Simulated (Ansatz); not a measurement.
INa (`[Na][I]`) at its PBE0-D4/def2-TZVP geometry, where that method's forces vanish. The species carries charge 0 and has multiplicity 1. I takes the def2 core potential.

```xyz
2

Na    0.7972   -1.0101   -0.4310
I    -0.7972    1.0101    0.4310
```

Task: What forces (eV/Å) does ωB97M-V/def2-TZVPP give on these atoms in Ansatz 0.2.0? (Estimate.)

Result: The calculation gave: 
```
Na1 -0.007  0.009  0.004
I2   0.007 -0.009 -0.004
```
